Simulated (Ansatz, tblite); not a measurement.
Isomers of InSn6⁺ (singlet), found by a short tight-binding search and relaxed with B3LYP-D4/def2-SVP in Ansatz.

In the def2 sets In, Sn take a core potential; there is no spin–orbit coupling. The xTB rows come from tblite. LC-ωPBE has ω = 0.4 bohr⁻¹. Correlated methods freeze 28 core orbitals; core or outer-core shells of In, Sn are correlated, in sets that lack core-valence functions.

Run but left out: HF/STO-3G (A: restricted singlet, unstable in another Hartree–Fock run and untested here); HF/def2-SVP (A: restricted singlet, unstable towards broken spin symmetry).

A: The restricted singlet is unstable towards broken spin symmetry in Hartree–Fock (as tested in another run); at PBE-D4/def2-TZVP, r2SCAN-D4/def2-TZVP, PBE0-D4/def2-SVP, PBE0-D4/def2-TZVP and others this wasn't settled. At MP2/def2-SVP the restricted singlet (for correlated methods, its reference) is unstable: a solution with broken spin symmetry lies lower.

Other spin states weren't relaxed.

A:

```xyz
7

In   -3.579    0.737   -0.973
Sn   -1.158    1.116    1.278
Sn    2.011    0.394    1.982
Sn   -0.009   -1.580    0.958
Sn    2.422   -1.291   -0.784
Sn   -0.714   -0.743   -1.776
Sn    1.027    1.367   -0.685
```

B:

```
atom    x (Å)    y (Å)    z (Å)
 In1   0.4074  -3.5932   1.1591
 Sn2   0.9669   0.4426  -2.0805
 Sn3   1.2346   1.5528   1.2338
 Sn4   2.2033  -1.0138   0.1625
 Sn5  -0.7835   2.3822  -0.7351
 Sn6  -0.8428  -0.6762   0.2930
 Sn7  -3.1857   0.9055  -0.0328
```

Task: Estimate which lies lowest at each level, and how far above it the others are (eV).

Result: 
| level | A | B |
| --- | --- | --- |
| GFN1-xTB | 0.00 | 0.37 |
| GFN2-xTB | 0.21 | 0.00 |
| PBE-D4/def2-SVP | 0.00 | 0.45 |
| PBE-D4/def2-TZVP | 0.00 | 0.47 |
| r2SCAN-D4/def2-TZVP | 0.00 | 0.45 |
| PBE0-D4/def2-SVP | 0.00 | 0.45 |
| PBE0-D4/def2-TZVP | 0.00 | 0.49 |
| LC-ωPBE/def2-TZVP | 0.00 | 0.50 |
| RPA@PBE/def2-SVP | 0.00 | 0.42 |
| MP2/def2-SVP | 0.00 | 0.82 |
Point groups (tolerance 0.1 Å): A C2v, B Cs. Lower isomers may exist.
